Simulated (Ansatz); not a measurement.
This Ansatz (a program for electronic structure) input (PBE/aug-pcseg-1) gives -99.61023 Eh with 23 basis functions. A basis named .json is the Basis Set Exchange file of that set (core-valence sets with the plain set on hydrogen).

Ansatz 0.2 input:
```yaml
crystal:
  periodic: [false, false, false]
  atoms:
    - {symbol: F, position_ang: [0.00000000, 0.00000000, 0.00000000]}
basis:
  gaussian:
    orbitals: aug-pcseg-1.json
hamiltonian:
  xc: {name: PBE}
magnetization: {spin_polarized: true, initial_magnetization: 1}
scf: {lower_state_search: full}
```

Change:
```diff
- orbitals: aug-pcseg-1.json
+ orbitals: def2-SV_P_.json
```

### Question
What does the run give now?

### Answer
-99.53976 Eh (PBE/def2-SV(P), 14 functions), a change of +70.47 mEh.
